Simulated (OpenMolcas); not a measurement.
# P: from CASSCF to CASPT2

```json
{
 "Program": "OpenMolcas 26.06",
 "Basis": "ANO-RCC-VDZP [4s3p1d]",
 "Scalar Hamiltonian": "DKH2, point nucleus",
 "Active space": "5 electrons in 4 orbitals (3s 3p)",
 "State averaging": "2S+1 = 4 odd, 1 root; 2S+1 = 2 odd, 8 roots",
 "Spin-orbit coupling": "state interaction with AMFI integrals over the reference wave functions, term energies averaged over their components"
}
```

Methods on the same reference wave functions:
A. CASSCF
B. SS-CASPT2, IPEA 0.25 Eh, imaginary shift 0.1 Eh (closed shells correlated: 2s 2p)

Energies in cm⁻¹ above 3s² 3p³ ⁴S°_3/2, the measured ground level; measured values from NIST Handbook of Basic Atomic Spectroscopic Data.

| Level | A | B | Measured |
| --- | --- | --- | --- |
| 3s² 3p³ ⁴S°_3/2 | 0.0 | 0.0 | 0.0 |
| 3s² 3p³ ²D°_3/2 | 15277 | 13250 | 11361 |
| 3s² 3p³ ²D°_5/2 | 15288 | 13260 | 11377 |
| 3s² 3p³ ²P°_1/2 | 20664 | 20120 | 18723 |
| 3s² 3p³ ²P°_3/2 | 20669 | 20130 | 18748 |

Deviations, from unrounded energies. A percentage is the sum of absolute deviations over the sum of measured energies, with the sign that they share, or ± where signs differ.

| Against measurement | Levels | A | B |
| --- | --- | --- | --- |
| mean absolute deviation (cm-1) | 4 | 2900 | 1600 |
| other terms of the ground configuration (%) | 4 | +19.4 | +10.9 |

B lies closest to measurement on these levels. The largest miss of B in the table is 3s² 3p³ ²D°_3/2, by +1900 cm-1. The ranking rests on the paired levels alone, and a cruder setting can come out closer through cancelling errors.

From A to B the spin-free energies of the other terms of 3s² 3p³ shown, above ⁴S°, scale by factors of 0.87 to 0.97.

The lowest spin-free term lies below A's lowest term by 0.070 hartree in B.

Term energies are means over components that CASPT2 splits; among the terms shown or strongly mixed into the levels shown the widest spread is 190 cm-1 (3s² 3p³ ²D°, B). No level of 3s 3p⁴ was computed, though it lies in the active space. Without dynamic correlation excited terms often stand tens of per cent too high (terms of higher spin than the ground term too low), and those without a measured partner can miss by more than the paired ones (holds for A). Some terms miss by over 15 % even with CASPT2, which points to a basis or an active space too small for the shells correlated (holds for B). Measured partners are found by configuration, term and J. A level has none where our copy of the source lacks it or the pairing is in doubt (some pairs that miss far off the trend of their configuration count as doubtful), and it then counts in no deviation. Levels of configurations outside the active space are missing.

° marks odd parity.
